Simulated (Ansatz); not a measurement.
System: GaCl3 (charge -1, doublet). SMILES of the parent species: [Cl][Ga]([Cl])[Cl]
Coordinates optimised at B3LYP-D3(BJ)/def2-TZVP (Ansatz, a first-principles code):
```xyz
4

Ga    -0.1501     0.1788     0.4543
Cl    -1.7424    -1.1964    -0.4539
Cl     0.2240     1.8928    -1.0199
Cl     1.7920    -1.0224     0.6454
```
Charge -1, spin multiplicity 2.

Parts of the frozen-core correlation energy in def2-SVP (Ansatz, hartree). Frozen orbitals: 29; correlated occupied orbitals by spin: 13 and 12; virtual: 44 and 45. Open shells are spin-unrestricted. Spin-orbit coupling is left out. Non-relativistic.

```tsv
term	value
reference (HF)	-3301.29469
MP2 opposite-spin	…
MP2 same-spin	…
CCSD correlation	…
(T)	-0.00940
T1 diagnostic	0.011
largest doubles amplitude	0.025
<S^2> of the reference	0.754
```

Fill in the missing entries.


- MP2 opposite-spin, value: -0.32335
- MP2 same-spin, value: -0.12135
- CCSD correlation, value: -0.48298
